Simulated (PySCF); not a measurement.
C₃H₉Bi, charge +1, doublet, geometry from GFN2-xTB (such geometries of metal compounds can be far from the true shape) (a state made from the parent by changing its charge; the spin is typed, not shown lowest) (core potentials on Bi). Base run: PySCF with DF-B3LYP/def2-SVP.

PySCF was given this input:
```python
from pyscf import gto, scf, dft

mol = gto.Mole()
mol.atom = '''
    Bi   -0.004111   -0.003224    0.259709
    C    -1.134524   -1.658985   -0.783252
    H    -0.819267   -1.639521   -1.818692
    H    -2.194544   -1.472106   -0.698374
    H    -0.885544   -2.609667   -0.335718
    C    -0.859913    1.836420   -0.735508
    H    -0.987118    1.587288   -1.781287
    H    -0.169540    2.657786   -0.615041
    H    -1.813550    2.081569   -0.292166
    C     2.029791   -0.149709   -0.714419
    H     1.891143    0.118704   -1.753955
    H     2.394722   -1.161652   -0.621866
    H     2.712828    0.538869   -0.239662
'''
mol.basis = 'def2-svp'
mol.ecp = {'Bi': 'def2-svp'}
mol.charge = 1
mol.spin = 1
mol.verbose = 4
mol.build()

mf = dft.UKS(mol)
mf.xc = 'b3lyp'
mf = mf.density_fit(auxbasis='def2-universal-jkfit')
mf.kernel()
```

Variants of this job, named by their change:

```csv
change,basis functions,E (Eh),HOMO (eV),outcome
base,113,-334.03577,-12.13,converged
basis = jorge-DZP-DKH; relativity = spin-free X2C (without mol.ecp = {'Bi': 'def2-svp'}; without mf = mf.density_fit(auxbasis='def2-universal-jkfit')),153,-21473.41033,-12.46,converged
basis = ANO-RCC-VDZP; relativity = spin-free X2C; nucleus = Gaussian (with mol.nucmod = 'G'; without mol.ecp = {'Bi': 'def2-svp'}; without mf = mf.density_fit(auxbasis='def2-universal-jkfit')),-,-,-,cut at the time limit
basis = ANO-RCC-VDZP; relativity = spin-free X2C (without mol.ecp = {'Bi': 'def2-svp'}; without mf = mf.density_fit(auxbasis='def2-universal-jkfit')),-,-,-,cut at the time limit
basis = ANO-RCC-VDZP; relativity = none (without mol.ecp = {'Bi': 'def2-svp'}; without mf = mf.density_fit(auxbasis='def2-universal-jkfit')),-,-,-,cut at the time limit
basis = jorge-DZP-DKH; relativity = spin-free X2C; nucleus = Gaussian (with mol.nucmod = 'G'; without mol.ecp = {'Bi': 'def2-svp'}; without mf = mf.density_fit(auxbasis='def2-universal-jkfit')),153,-21469.63214,-12.46,converged
basis = jorge-DZP-DKH; relativity = none (without mol.ecp = {'Bi': 'def2-svp'}; without mf = mf.density_fit(auxbasis='def2-universal-jkfit')),153,-16872.41864,-9.66,converged
```

Absolute energies of different levels of theory aren't comparable as measures of quality.

Open shells are given as the SCF converged; they aren't shown to be the lowest states, and a large step between rows can be another state.

Basis sets contracted for a relativistic Hamiltonian are a mismatch without it, so the rows without relativity aren't non-relativistic limits. No row has spin-orbit coupling; sets with core potentials leave out the core electrons.
